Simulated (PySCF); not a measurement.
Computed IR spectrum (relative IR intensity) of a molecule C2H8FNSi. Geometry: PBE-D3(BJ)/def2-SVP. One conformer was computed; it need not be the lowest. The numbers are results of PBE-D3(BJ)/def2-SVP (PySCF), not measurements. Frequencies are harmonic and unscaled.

Lines under 2 % of the strongest are left out, and lines within 2 cm⁻¹ are merged.

```json
[
 {"ν (cm⁻¹)": "311", "relative intensity": "4.8"},
 {"ν (cm⁻¹)": "366", "relative intensity": "4.1"},
 {"ν (cm⁻¹)": "649", "relative intensity": "28"},
 {"ν (cm⁻¹)": "658", "relative intensity": "3.8"},
 {"ν (cm⁻¹)": "827", "relative intensity": "12"},
 {"ν (cm⁻¹)": "888", "relative intensity": "52"},
 {"ν (cm⁻¹)": "934", "relative intensity": "100"},
 {"ν (cm⁻¹)": "1007", "relative intensity": "49"},
 {"ν (cm⁻¹)": "1214", "relative intensity": "38"},
 {"ν (cm⁻¹)": "1284", "relative intensity": "29"},
 {"ν (cm⁻¹)": "1403", "relative intensity": "4.9"},
 {"ν (cm⁻¹)": "1409", "relative intensity": "4.5"},
 {"ν (cm⁻¹)": "1431", "relative intensity": "10"},
 {"ν (cm⁻¹)": "1458", "relative intensity": "2.4"},
 {"ν (cm⁻¹)": "2193", "relative intensity": "33"},
 {"ν (cm⁻¹)": "2206", "relative intensity": "64"},
 {"ν (cm⁻¹)": "2905", "relative intensity": "25"},
 {"ν (cm⁻¹)": "2911", "relative intensity": "46"},
 {"ν (cm⁻¹)": "2962", "relative intensity": "37"},
 {"ν (cm⁻¹)": "3052", "relative intensity": "11"}
]
```

Problem. Which structure fits?
A. C[C@@H](N)[SiH2]F
B. C[Si@H](F)CN
C. CN(C)[SiH2]F
D. CN[Si@H](C)F

Solution. C, CN(C)[SiH2]F
